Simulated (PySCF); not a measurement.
# Relaxation of singlet Cd2Se

Computed with B3LYP in PySCF with Se def2-SVP, Cd def2-SVP with ECP28; scalar-relativistic core potentials, no spin–orbit coupling; density-fitted integrals. A (50,194) grid was used.

A hand-made bent start, of C2v symmetry, held to at least that symmetry:

Coordinates in bohr (charge 0 multiplicity 1):
```
Se    0.0000    0.0000   -2.0221
Cd    3.9010    0.0000    0.7094
Cd   -3.9010    0.0000    0.7094
```

Q: What forces act on the atoms at the start (eV/Å)?

A: 
```
atom     Fx    Fy     Fz
 Se1   0.00  0.00  -0.19
 Cd2   0.45  0.00   0.09
 Cd3  -0.45  0.00   0.09
```

Q: What does it relax to?

A: It ends at D∞h with Se–Cd 2.557 Å (×2); Cd–Se–Cd 180.0° (after a last refinement on a finer grid). A frequency run shows a minimum. Other isomers or separated fragments may lie lower.

Q: How much energy is released, and in how many steps?

A: 33.1 kJ/mol in 12 steps.

The relaxation took roughly 2.3 core-minutes on a shared host.
